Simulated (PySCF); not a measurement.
Rotational lines of GeF⁺

Lines J+1 ← J of the vibrational ground state, computed from RHF-CCSD(T) constants of GeF⁺, ¹Σ⁺ (singlet), closed shell (basis Ge jorge-DZP-DKH, F jorge-DZP-DKH; spin-free X2C with a Gaussian nucleus; PySCF 2.14; masses 73.9212 and 18.9984 u), in MHz:

```
J   ν (MHz)
0   23653.0
1   47305.7
2   70957.8
3   94609.1
4  118259.2
```

Problem. Find B0 and the effective bond length r0; with αe = 0.00254 cm⁻¹, find Re.

Solution. ν = 2B0(J+1) − 4D(J+1)³ gives B0 = 0.39449 cm⁻¹. With the reduced mass μred = 15.114 u, r0 = √(16.8576/(μred·B0)) (u, cm⁻¹, Å) = 1.6815 Å. Be = B0 + αe/2 = 0.39576 cm⁻¹ gives Re = 1.679 Å.

Correlated steps freeze 10 core orbitals. Correlated levels converge slowly with the basis: in double zeta they bind strong bonds too weakly, by up to about 1 eV, and carry superposition errors of some tenths. For an ion De counts to the pair picked by the measured ionisation energies or electron affinities, which need not be the lowest pair at this level. Where the molecule has an RHF reference, its open-shell atoms are computed with UHF.
